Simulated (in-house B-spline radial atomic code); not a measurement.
Ionising Xe III (Xe2+) with different functionals

Computed with a B-spline radial code for spherical atoms: non-relativistic Hamiltonian, point nucleus, spin-polarised at highest spin, spherical fractional occupations for the functionals, and exact exchange of hybrids averaged over the configuration. The ionisation energy is the difference of two self-consistent energies, [Kr] 4d10 5s2 5p4 → [Kr] 4d10 5s2 5p3, without Breit or QED terms; ε is the level of the shell that loses the electron (its least bound occupied spin orbital). There is no spin-orbit coupling in this Hamiltonian.

```tsv
method	rung	ΔSCF (eV)	-ε(5p) (eV)
PBE0	global hybrid	30.29	26.91
B3LYP	global hybrid	30.53	26.78
TPSSh	global hybrid	30.21	26.14
M06-2X	global hybrid	29.67	28.03
BHandHLYP	global hybrid	30.36	28.13
r2SCAN0	global hybrid	30.11	26.90
B97-1	global hybrid	30.36	26.63
HSE06	range-separated hybrid	30.39	26.54
wB97X	range-separated hybrid	30.68	29.50
CAM-B3LYP	range-separated hybrid	30.60	28.50
LC-wPBE	range-separated hybrid	30.49	29.95
```

(1) Among the functionals, which spreads more, the ΔSCF values or the orbital energies?

(2) How do they compare with the NIST value?

## Answers

(1) The orbital energies: ΔSCF values span about 1.02 eV and the orbital energies 3.81 eV.

(2) NIST lists 31.05 eV ± 0.04 (semi-empirical, ground level to ground level). Errors run from -1.38 to -0.37 eV; wB97X is closest (-0.37 eV), but part of that can be cancellation, since the calculations leave out relativity, Breit-QED terms, multiplet and fine-structure energies.
